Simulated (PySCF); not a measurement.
A side-by-side comparison of computed properties.

First species: C5H11N2PSi.
Numbering: `[CH3:1][c:2]1[n:3][n:4]([SiH:5]([CH3:6])[CH3:7])[cH:8][p:9]1` (hydrogens: H10, H11, H12 on C1; H13 on Si5; H14, H15, H16 on C6; H17, H18, H19 on C7; H20 on C8)

Second species: C5H10F2O2Si.
Z-matrix (Å and degrees, GFN2-xTB geometry), rows numbered from 1:
```
F 
C   1  1.3381
F   2  1.3578  1  106.09
O   2  1.3546  1  108.88  3  -119.68
C   4  1.4129  2  114.22  1  -155.53
O   5  1.3677  4  112.15  2    62.27
Si  6  1.6457  5  125.73  4    54.71
C   7  1.8969  6  109.63  5   178.64
C   8  1.5407  7   89.95  6  -129.53
C   9  1.5424  8  100.14  7    15.65
H   2  1.1042  1  108.81  3   115.55
H   5  1.0948  4  104.14  2  -176.45
H   5  1.0992  4  110.28  2   -58.41
H   7  1.4600  6  112.11  5   -47.19
H   8  1.0874  7  114.35  6   -15.53
H   8  1.0853  7  118.55  6   113.34
H   9  1.0880  8  110.22  7  -100.58
H   9  1.0883  8  113.85  7   137.50
H  10  1.0862  7  119.66  6  -124.71
H  10  1.0891  7  114.22  6     4.87
```

Levels: PBE0/pcSseg-1 for dipole moment, HOMO energy, LUMO energy and HOMO–LUMO gap; GFN2-xTB for rotational constant A and rotational constant C. Geometries: GFN2-xTB. All species are isolated and taken at one optimised geometry, non-relativistic unless stated; the electronic structure was computed with PySCF and density fitting.

The conformers computed, where there is a choice (atom-mapped SMILES and torsion angles):
- `[CH3:1][c:2]1[n:3][n:4]([SiH:5]([CH3:6])[CH3:7])[cH:8][p:9]1`: N3–N4–Si5–C6 60°
- `[F:1][CH:2]([F:3])[O:4][CH2:5][O:6][SiH:7]1[CH2:8][CH2:9][CH2:10]1`: F1–C2–O4–C5 -156°, C2–O4–C5–O6 62°, O4–C5–O6–Si7 55°, C5–O6–Si7–C8 179°

(1) Which has the higher dipole moment?

(2) Which has the higher LUMO energy?

(3) Which has the higher HOMO–LUMO gap?

(4) Which has the higher rotational constant A?

(5) Which of the two has the higher HOMO energy, and by how much?

(6) Which has the higher rotational constant C?

Answers

(1) The second: 2.59 D against 2.43 D, a difference of 0.16 D.

(2) The second: 0.46 eV against -0.44 eV, a difference of 0.90 eV.

(3) The second: 8.44 eV against 6.23 eV, a difference of 2.21 eV.

(4) The second: 2.833 GHz against 2.096 GHz, a difference of 0.737 GHz.

(5) The first: -6.67 eV against -7.98 eV, a difference of 1.31 eV.

(6) The first: 0.655 GHz against 0.480 GHz, a difference of 0.175 GHz.

On the first: The dipole matches unit charges of opposite sign 0.51 Å apart (1 e·Å = 4.8032 D). A dipole of 2.43 D is allowed in Cs, and pure rotational transitions are dipole-allowed.

On the second: The dipole equals about 8.6 × 10⁻³⁰ C·m (1 D = 3.33564 × 10⁻³⁰ C·m).
